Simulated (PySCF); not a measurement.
GeMe4, C₄H₁₂Ge.
SMILES: `[CH3][Ge]([CH3])([CH3])[CH3]`

The closed-shell ground state was solved at several levels (PySCF, density fitting, gas phase). Isolated species at its PBE0-D3(BJ)/def2-SVP geometry, gas phase. The calculation is non-relativistic and has no spin–orbit coupling, an omission that weighs most on germanium. The dipole stays under 0.02 D at every level.

```
        level  basis functions  HOMO (eV)  LUMO (eV)  gap (eV)
  PBE0/STO-3G               50      -5.06       7.96     13.02
   PBE0/6-31G               87      -7.93       2.06      9.99
  PBE0/6-31G*              112      -7.87       2.12      9.99
PBE0/pcSseg-1              169      -8.16       1.06      9.22
```

Question: Estimate the row for PBE0/pcSseg-2, a basis of 375 functions; the other rows only guide the guess.

Answer: HOMO -8.09 eV, LUMO 0.32 eV, gap 8.41 eV.

Question: Over all these levels, which gives the widest orbital gap and which the narrowest?

Answer: PBE0/STO-3G has the widest, 13.02 eV, and PBE0/pcSseg-2 the narrowest, 8.41 eV. From the narrowest to the widest the HOMO moves by +3.03 eV and the LUMO by +7.64 eV.

Question: How much does the basis alone move the frontier levels among the 5 PBE0 rows (the withheld one included)?

Answer: The HOMO by 3.10 eV and the LUMO by 7.64 eV. By rising basis size (HOMO, LUMO in eV): STO-3G -5.06, 7.96; 6-31G -7.93, 2.06; 6-31G* -7.87, 2.12; pcSseg-1 -8.16, 1.06; pcSseg-2 -8.09, 0.32.
